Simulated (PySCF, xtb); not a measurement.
5-methylidene-2H-1,3-oxazole (C₄H₅NO), SMILES C1=NCOC1=C. The values are those of a single conformer.

Harmonic wavenumbers (cm⁻¹) from GFN2-xTB in xtb at its own minimum, in rising order: 182, 337, 346, 607, 671, 682, 815, 817, 872, 909, 935, 991, 1018, 1027, 1123, 1166, 1230, 1278, 1379, 1446, 1641, 1702, 2882, 2923, 3138, 3149, 3176.

Task: What does ωB97X-D3(BJ)/def2-SVP in PySCF 2.14.0 give at its own minimum? (Estimate from the structure and the level; the computed values follow.)

Result: 165, 359, 362, 644, 718, 718, 830, 859, 920, 957, 960, 1040, 1094, 1099, 1220, 1269, 1331, 1409, 1425, 1497, 1751, 1794, 3077, 3134, 3202, 3224, 3311. Paired by order, the mean absolute difference is 73 cm⁻¹ and the zero-point energies are 52.1 and 54.9 kcal/mol.
